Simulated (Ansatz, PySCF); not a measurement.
Molecule: B$_{2}$F$_{3}$, charge 0, multiplicity 2. It need not be the lowest isomer of its formula. 
Geometry from a B3LYP-D3(BJ)/def2-TZVP (Ansatz, a quantum-chemistry and plane-wave program) optimisation:
```
B
F 1 1.3291
F 1 1.3291 2 117.62
B 1 1.6631 2 120.74 3 -169.25
F 4 1.2931 1 141.53 2 -95.54
```
Charge 0, spin multiplicity 2.

Total electronic energies in hartree. Valence correlation only, unless marked. UHF or UKS for open shells. Spin-orbit coupling is left out. Non-relativistic. Basis-set limits of correlation are two-point, X^-3; Hartree-Fock from the larger set. The bracket is a focal-point correction in the basis named.

```json
[
 {"level": "HF/6-31G", "program": "Ansatz", "energy (Eh)": "-347.68092"},
 {"level": "HF/cc-pVDZ", "program": "Ansatz", "energy (Eh)": "-347.80102"},
 {"level": "PBE-D3(BJ)/def2-TZVPD", "program": "Ansatz + dftd3", "energy (Eh)": "-349.11278"},
 {"level": "revPBE-D4/def2-TZVPD", "program": "Ansatz + dftd4", "energy (Eh)": "-349.36202"},
 {"level": "PBE0/def2-QZVPP", "program": "Ansatz", "energy (Eh)": "?"},
 {"level": "TPSSh-D4/def2-TZVPD", "program": "PySCF + dftd4", "energy (Eh)": "-349.46926"},
 {"level": "TPSSh/def2-TZVPD", "program": "PySCF", "energy (Eh)": "-349.46609"},
 {"level": "r2SCANh-D4/def2-TZVPD", "program": "Ansatz + dftd4", "energy (Eh)": "-349.30222"},
 {"level": "r2SCAN0-D4/def2-TZVPD", "program": "Ansatz + dftd4", "energy (Eh)": "-349.27672"},
 {"level": "r2SCAN0/def2-TZVPD", "program": "Ansatz", "energy (Eh)": "-349.27601"},
 {"level": "HSE06-D3(BJ)/def2-TZVPD", "program": "Ansatz + dftd3", "energy (Eh)": "-349.10284"},
 {"level": "HSE06-D4/def2-TZVPD", "program": "Ansatz + dftd4", "energy (Eh)": "-349.10340"},
 {"level": "CAM-B3LYP-D3(BJ)/def2-TZVPD", "program": "Ansatz + dftd3", "energy (Eh)": "-349.37905"},
 {"level": "LC-wPBE-D4/def2-TZVPD", "program": "Ansatz + dftd4", "energy (Eh)": "-349.26289"},
 {"level": "B2GP-PLYP-D3(BJ)/def2-TZVPD", "program": "Ansatz + dftd3", "energy (Eh)": "-349.21448"},
 {"level": "B2GP-PLYP-D4/def2-TZVPD", "program": "Ansatz + dftd4", "energy (Eh)": "-349.21399"},
 {"level": "B2PLYP-D3(BJ)/def2-TZVPD", "program": "Ansatz + dftd3", "energy (Eh)": "-349.27334"},
 {"level": "MP2/6-31G", "program": "Ansatz", "energy (Eh)": "-348.13076"},
 {"level": "RI-MP2/CBS(cc-pVTZ,cc-pVQZ)", "program": "Ansatz", "energy (Eh)": "-349.0035"},
 {"level": "SCS-MP2/6-31G", "program": "Ansatz", "energy (Eh)": "-348.11486"},
 {"level": "CCSD/STO-3G", "program": "Ansatz", "energy (Eh)": "-343.08908"},
 {"level": "CCSD(T)/cc-pVTZ", "program": "Ansatz", "energy (Eh)": "-348.87480"},
 {"level": "RI-MP2/CBS(cc-pVTZ,cc-pVQZ)+[CCSD(T)-MP2]/cc-pVTZ", "program": "Ansatz", "energy (Eh)": "-349.0425"}
]
```

Task: Some entries are withheld; supply them.

Result: 
- PBE0/def2-QZVPP, energy (Eh): -349.13357
